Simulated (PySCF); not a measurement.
# Spinor energies of F⁺ (fluorine, charge +1)

Start: [He] 2s1 2p4 3s1; 2s1/2 filled at m_j = +1/2; 2p1/2 filled at m_j = +1/2; 2p3/2 filled at m_j = -1/2, +1/2, +3/2; 3s1/2 filled at m_j = +1/2. Calculated with PySCF 2.14 in x2c-SVPall-2c with one added diffuse shell of s type (4s2p1d, 15 functions): generalised Hartree-Fock with the X2C-1e Hamiltonian and a Gaussian nucleus; one run each with spin-orbit coupling (SO) switched off, then screened by Boettger's factors. This is a chosen level, not necessarily the ground level.

```csv
spinor shell,electrons,"ε, spin-free (eV)","ε, screened SO (eV)",weight of nominal j (screened SO),"rms radius, screened SO (bohr)"
1s1/2,2,-753.44,-753.44,1.000,0.204
2s1/2,1,-77.686,-77.681,1.000,0.990
2p3/2,3,-50.766,-53.660,0.665,1.01
2p1/2,1,-50.766,-42.094,0.664,1.08
3s1/2,1,-12.506,-12.506,1.000,3.16
```

```json
{"quantity": "E (hartree)", "spin-free": "-97.34773", "screened SO": "-97.34856"}
{"quantity": "M_J", "spin-free": "3", "screened SO": "3"}
{"quantity": "⟨J²⟩", "spin-free": "12.004", "screened SO": "12.004"}
{"quantity": "⟨L²⟩", "spin-free": "2.001", "screened SO": "2.001"}
{"quantity": "⟨S²⟩", "spin-free": "6.004", "screened SO": "6.003"}
```

Each row is a mean over spinors that exchange with the open shell spreads, by up to 6.673 eV (1s1/2).

Rows whose weight is well below 1 are mixtures of j = l ± 1/2: exchange outweighs spin-orbit coupling there, and the label is only the starting occupation.

Without spin-orbit coupling the j labels of p, d and f shells carry no meaning; the spin-free column gives the mean over the occupied spinors of each nl shell.
